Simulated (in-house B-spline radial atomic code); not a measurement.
The numbers below are computed, except where a source is named.
**Ghost states of the separable form: K**

K, [Ar] 4s1, non-relativistic LDA (VWN5), spherical and spin-unpolarised, from an all-electron radial atomic-structure program (B-spline basis) (atomic units; all potentials screened as in the neutral atom).

Troullier-Martins channels: 4s (ε = -0.0888, r_c = 3.215 bohr), 3p (ε = -0.6938, r_c = 0.95 bohr). In the Kleinman-Bylander form one channel serves as the local potential, and each other channel l becomes |δV u><u δV|/<u|δV|u>, with δV = V_l − V_local and u the pseudo-orbital. Its strength is E_KB = <u|δV²|u>/<u|δV|u>. By the analysis of Gonze, Stumpf and Scheffler a spurious state lies below the reference level ε if E_KB > 0 and ε is above the second level of the local potential alone, or if E_KB < 0 and ε is above its first. The table's levels are those of angular momentum l in a sphere of 9 bohr, whose wall can lift a shallow ε a little above its free-atom value.

```
local  channel  <u δV u>  <u δV² u>        ε  first local level  second local level
    s        p    -2.407     8.1424  -0.6938            -0.0125              0.2432
    p        s  0.066714    0.10717  -0.0792            -2.7533             -0.3311
```

Q: Apply the rule to each row.

A: Local s, channel p: E_KB = -3.38, so ε = -0.6938 is set against -0.0125: no ghost. Local p, channel s: E_KB = +1.61, so ε = -0.0792 is set against -0.3311: a ghost.

Diagonalising the separable Hamiltonian gives:

```json
{"local": "s", "channel": "p", "three lowest levels": "-0.6938, 0.0138, 0.3070", "all-electron, two lowest valence levels": "-0.6938, -0.0005"}
{"local": "p", "channel": "s", "three lowest levels": "-1.9223, -0.0792, 0.1671", "all-electron, two lowest valence levels": "-0.0792, 0.1709"}
```

Q: Which choices of local channel are safe?

A: Free of ghosts: s. With p local the s channel has a ghost 1.84 hartree below ε, since the local potential binds more than one state below ε, and a repulsive term of rank one raises each level at most to the next, so it clears only one of them. Among the safe choices the second level, which tests transfer, is off by at most 14.3 millihartree (s local).
